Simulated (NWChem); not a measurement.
# BSiH$_{5}$; SMILES B[SiH3]

Program: NWChem. Geometry: optimised at PBE0/def2-SVP.

Diagonal of the polarisability tensor at PBE0/def2-SVPD, static: 44.51, 55.01, 40.99 bohr³.

Task: Find the mean polarisability volume, the molar refraction, and the refractive index that an ideal gas of it would have at 273.15 K and 1 atm.

Result: 
1. Mean: one third of the trace = 46.83 bohr³ × 0.14818 Å³/bohr³ = 6.94 Å³.
2. Molar refraction (Lorentz-Lorenz): (4π/3) N_A α = 17.5 cm³/mol.
3. Number density p/kT = 2.687 × 10⁻⁵ Å⁻³; n − 1 = 2π N α = 11.72 × 10⁻⁴.
4. These hold the electronic response alone: vibrational and orientational terms add to the static dielectric constant.
